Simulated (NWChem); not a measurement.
CH3BrMgO; SMILES [O]([Mg][Br])C

```xyz
7

Mg     0.0000     0.0000    -0.6026
Br     0.0000     0.0000     1.7434
O      0.0000     0.0000    -2.3634
C      0.0000     0.0000    -3.7370
H     -0.5659     0.8569    -4.1533
H      1.0251     0.0617    -4.1533
H     -0.4592    -0.9186    -4.1533
```
Atoms are numbered in this order, from 1.

Results from NWChem. All runs use the structure optimised with PBE0/def2-SVP. Level B3LYP/def2-SVP: energy and gradient on several grids; changes count from the extra-fine grid, which is no exact limit either.

Which is the coarsest grid (xfine; medium; fine; xcoarse; coarse) from which on the energy stays within 100 μHa and each gradient component within 200 μHa/bohr of xfine?

medium.
| grid | size of the energy change (μHa) | largest change of a gradient component (μHa/bohr) |
|---|---|---|
| xcoarse | 2000 | 2000 |
| coarse | < 10 | 300 |
| medium | < 10 | 50 |
| fine | < 10 | < 30 |
| xfine | < 10 | < 30 |
